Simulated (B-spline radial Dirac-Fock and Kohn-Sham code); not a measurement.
## Kohn-Sham estimates against Dirac-Fock for the levels of Ag⁶⁺

System: the Ag⁶⁺ ion in the configuration [Kr] 4d5.

The density-functional columns are spherical, spin-unpolarised Dirac-Kohn-Sham results without Breit or QED terms: −ε is minus the orbital energy of the initial state and ΔSCF the difference of two total energies. The reference in the last column comes from multi-electron Dirac-Fock with separately optimised hole states, Breit and Lamb-shift corrections added in first order. All numbers are from a B-spline atomic structure program, in eV; a selection of levels is shown. For the 1s level of heavy atoms much of the gap between ΔSCF and the reference is the Breit and QED part, -78.5 eV here; for other levels the error of the functional can be larger.

| level | PBE −ε | PBE ΔSCF | LDA −ε | LDA ΔSCF | Dirac-Fock |
| --- | --- | --- | --- | --- | --- |
| K | 25414.7 | 25731.6 | 25383.2 | 25699.2 | 25629.1 |
| L1 | 3827.5 | 3886.0 | 3823.8 | 3882.5 | 3929.4 |
| L2 | 3564.0 | 3635.9 | 3562.7 | 3634.8 | 3641.6 |
| L3 | 3388.7 | 3457.0 | 3387.7 | 3456.1 | 3468.7 |
| M1 | 782.9 | 805.4 | 781.7 | 804.3 | 835.1 |
| M2 | 678.2 | 701.1 | 677.8 | 700.8 | 720.4 |
| M3 | 647.2 | 669.6 | 646.8 | 669.3 | 689.0 |
| M4 | 461.9 | 486.0 | 462.2 | 486.4 | 487.2 |
| M5 | 455.6 | 479.6 | 456.0 | 479.9 | 481.2 |
| N1 | 189.7 | 201.0 | 189.6 | 200.9 | 208.8 |
| N2 | 155.7 | 166.5 | 155.7 | 166.6 | 168.8 |
| N3 | 150.1 | 160.7 | 150.1 | 160.7 | 163.1 |
| N4,5 | 95.50 | 105.0 | 95.68 | 105.2 | 103.6 |

Q: Order the estimates of the K (1s) level by their distance from the Dirac-Fock value, nearest first.
A. LDA ΔSCF
B. PBE −ε
C. PBE ΔSCF
D. LDA −ε

A: A (70.1 eV), C (102.5 eV), B (214.4 eV), D (245.9 eV).

Values without a named source are computed, but for edge energies of neutral atoms, which are taken from tables.
